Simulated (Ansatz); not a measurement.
Ansatz (an electronic-structure program) input (B3LYP-D3(BJ)/def2-TZVP):

Ansatz 0.2 input:
```yaml
crystal:
  periodic: [false, false, false]
  atoms:
    - {symbol: Ga, position_ang: [-0.00000000, -0.00000000, -0.77799776]}
    - {symbol: Cl, position_ang: [0.00000000, 0.00000000, 1.41870179]}
basis:
  gaussian:
    orbitals: def2-TZVP
hamiltonian:
  xc: b3lyp
  dispersion: d3bj
magnetization: {spin_polarized: true, initial_magnetization: 2}
phonons: {temperatures: {t_min: 298.15, t_max: 298.15, t_step: 100}}
```

Output:

```
Functional definition: B3LYP
integrals: 0.03 GiB planned
573 factors; integrals over basis functions are off by at most 4.4e-4 eV
mean field: 0.37 GiB planned
mean field evaluation 1: about -64900.1251 eV, gradient 1.6e1 eV
mean field evaluation 2: about -64898.6989 eV, gradient 2.6e1 eV
mean field evaluation 4: about -64900.9665 eV, gradient 8.3e-1 eV
mean field evaluation 8: about -64900.9864 eV, gradient 1.2e-2 eV
mean field evaluation 16: about -64900.9372 eV, gradient 2.3e0 eV
mean field -64900.98639553 eV, -2385.0672585670 hartree, gradient 2.3e-5 eV, S^2 2.003088; 1 other end points of the search recorded, 0 dependent functions left out
the calculation of the forces begins
reference -64900.98657509 eV, -2385.0672651659 hartree; 25, 23 occupied and 60, 62 virtual orbitals, 573 factors
these checks for a lower state are left out or cut short: stability, starts, cluster_reference, orbital_swaps, neighbouring_geometries, increment
integrals: 0.03 GiB planned
573 factors; integrals over basis functions are off by at most 4.4e-4 eV
mean field: 0.37 GiB planned
mean field evaluation 32: about -64900.9864 eV, gradient 1.7e-6 eV
mean field -64900.98639553 eV, -2385.0672585670 hartree, gradient 1.7e-6 eV, S^2 2.003088; 0 other end points of the search recorded, 0 dependent functions left out
the calculation of the forces begins
reference -64900.98657509 eV, -2385.0672651660 hartree; 25, 23 occupied and 60, 62 virtual orbitals, 573 factors
these checks for a lower state are left out or cut short: stability, starts, cluster_reference, orbital_swaps, neighbouring_geometries, increment
integrals: 0.03 GiB planned
573 factors; integrals over basis functions are off by at most 4.4e-4 eV
mean field: 0.37 GiB planned
mean field -64900.98639553 eV, -2385.0672585670 hartree, gradient 1.7e-6 eV, S^2 2.003088; 0 other end points of the search recorded, 0 dependent functions left out
the calculation of the forces begins
reference -64900.98657509 eV, -2385.0672651660 hartree; 25, 23 occupied and 60, 62 virtual orbitals, 573 factors
these checks for a lower state are left out or cut short: stability, starts, cluster_reference, orbital_swaps, neighbouring_geometries, increment
integrals: 0.03 GiB planned
573 factors; integrals over basis functions are off by at most 4.4e-4 eV
mean field: 0.37 GiB planned
mean field -64900.98639553 eV, -2385.0672585670 hartree, gradient 1.4e-6 eV, S^2 2.003088; 0 other end points of the search recorded, 0 dependent functions left out
the calculation of the forces begins
reference -64900.98657509 eV, -2385.0672651660 hartree; 25, 23 occupied and 60, 62 virtual orbitals, 573 factors
these checks for a lower state are left out or cut short: stability, starts, cluster_reference, orbital_swaps, neighbouring_geometries, increment
integrals: 0.03 GiB planned
573 factors; integrals over basis functions are off by at most 4.4e-4 eV
mean field: 0.37 GiB planned
mean field -64900.98639553 eV, -2385.0672585670 hartree, gradient 1.4e-6 eV, S^2 2.003088; 0 other end points of the search recorded, 0 dependent functions left out
the calculation of the forces begins
reference -64900.98657509 eV, -2385.0672651660 hartree; 25, 23 occupied and 60, 62 virtual orbitals, 573 factors
these checks for a lower state are left out or cut short: stability, starts, cluster_reference, orbital_swaps, neighbouring_geometries, increment
integrals: 0.03 GiB planned
573 factors; integrals over basis functions are off by at most 4.4e-4 eV
mean field: 0.37 GiB planned
mean field -64900.98635877 eV, -2385.0672572162 hartree, gradient 1.6e-6 eV, S^2 2.003069; 0 other end points of the search recorded, 0 dependent functions left out
the calculation of the forces begins
reference -64900.98653828 eV, -2385.0672638130 hartree; 25, 23 occupied and 60, 62 virtual orbitals, 573 factors
these checks for a lower state are left out or cut short: stability, starts, cluster_reference, orbital_swaps, neighbouring_geometries, increment
integrals: 0.03 GiB planned
573 factors; integrals over basis functions are off by at most 4.4e-4 eV
mean field: 0.37 GiB planned
mean field evaluation 64: about -64900.9864 eV, gradient 1.3e-4 eV
mean field -64900.98636644 eV, -2385.0672574981 hartree, gradient 3.0e-6 eV, S^2 2.003108; 0 other end points of the search recorded, 0 dependent functions left out
the calculation of the forces begins
reference -64900.98654607 eV, -2385.0672640992 hartree; 25, 23 occupied and 60, 62 virtual orbitals, 573 factors
these checks for a lower state are left out or cut short: stability, starts, cluster_reference, orbital_swaps, neighbouring_geometries, increment
integrals: 0.03 GiB planned
573 factors; integrals over basis functions are off by at most 4.4e-4 eV
mean field: 0.37 GiB planned
mean field -64900.98639553 eV, -2385.0672585670 hartree, gradient 1.7e-6 eV, S^2 2.003088; 0 other end points of the search recorded, 0 dependent functions left out
the calculation of the forces begins
reference -64900.98657509 eV, -2385.0672651660 hartree; 25, 23 occupied and 60, 62 virtual orbitals, 573 factors
these checks for a lower state are left out or cut short: stability, starts, cluster_reference, orbital_swaps, neighbouring_geometries, increment
integrals: 0.03 GiB planned
573 factors; integrals over basis functions are off by at most 4.4e-4 eV
mean field: 0.37 GiB planned
mean field -64900.98639553 eV, -2385.0672585670 hartree, gradient 1.7e-6 eV, S^2 2.003088; 0 other end points of the search recorded, 0 dependent functions left out
the calculation of the forces begins
reference -64900.98657509 eV, -2385.0672651660 hartree; 25, 23 occupied and 60, 62 virtual orbitals, 573 factors
these checks for a lower state are left out or cut short: stability, starts, cluster_reference, orbital_swaps, neighbouring_geometries, increment
integrals: 0.03 GiB planned
573 factors; integrals over basis functions are off by at most 4.4e-4 eV
mean field: 0.37 GiB planned
mean field -64900.98639553 eV, -2385.0672585670 hartree, gradient 1.4e-6 eV, S^2 2.003088; 0 other end points of the search recorded, 0 dependent functions left out
the calculation of the forces begins
reference -64900.98657509 eV, -2385.0672651660 hartree; 25, 23 occupied and 60, 62 virtual orbitals, 573 factors
these checks for a lower state are left out or cut short: stability, starts, cluster_reference, orbital_swaps, neighbouring_geometries, increment
integrals: 0.03 GiB planned
573 factors; integrals over basis functions are off by at most 4.4e-4 eV
mean field: 0.37 GiB planned
mean field -64900.98639553 eV, -2385.0672585670 hartree, gradient 1.4e-6 eV, S^2 2.003088; 0 other end points of the search recorded, 0 dependent functions left out
the calculation of the forces begins
reference -64900.98657509 eV, -2385.0672651660 hartree; 25, 23 occupied and 60, 62 virtual orbitals, 573 factors
these checks for a lower state are left out or cut short: stability, starts, cluster_reference, orbital_swaps, neighbouring_geometries, increment
integrals: 0.03 GiB planned
573 factors; integrals over basis functions are off by at most 4.4e-4 eV
mean field: 0.37 GiB planned
mean field evaluation 96: about -64900.9714 eV, gradient 1.4e-1 eV
mean field -64900.98636644 eV, -2385.0672574981 hartree, gradient 3.0e-6 eV, S^2 2.003108; 0 other end points of the search recorded, 0 dependent functions left out
the calculation of the forces begins
reference -64900.98654607 eV, -2385.0672640992 hartree; 25, 23 occupied and 60, 62 virtual orbitals, 573 factors
these checks for a lower state are left out or cut short: stability, starts, cluster_reference, orbital_swaps, neighbouring_geometries, increment
integrals: 0.03 GiB planned
573 factors; integrals over basis functions are off by at most 4.4e-4 eV
mean field: 0.37 GiB planned
mean field -64900.98635877 eV, -2385.0672572162 hartree, gradient 1.6e-6 eV, S^2 2.003069; 0 other end points of the search recorded, 0 dependent functions left out
the calculation of the forces begins
reference -64900.98653828 eV, -2385.0672638130 hartree; 25, 23 occupied and 60, 62 virtual orbitals, 573 factors
Total energy: -64901.06164739 eV, -2385.0700240218 hartree
Atom 0 at    -0.000000    -0.000000    -0.777998 Å, force    -0.000000     0.000000     0.000937 eV/Å
Atom 1 at     0.000000     0.000000     1.418702 Å, force     0.000000     0.000000    -0.000937 eV/Å
Dipole moment:     0.000000     0.000000    -0.321181 e Å
Vibrations: 349.25 cm⁻¹, zero-point energy 0.021651 eV
```

This is an excited triplet: at this geometry the singlet lies 3.36 eV lower at CCSD(T)/CBS(def2-TZVPPD,def2-QZVPPD).
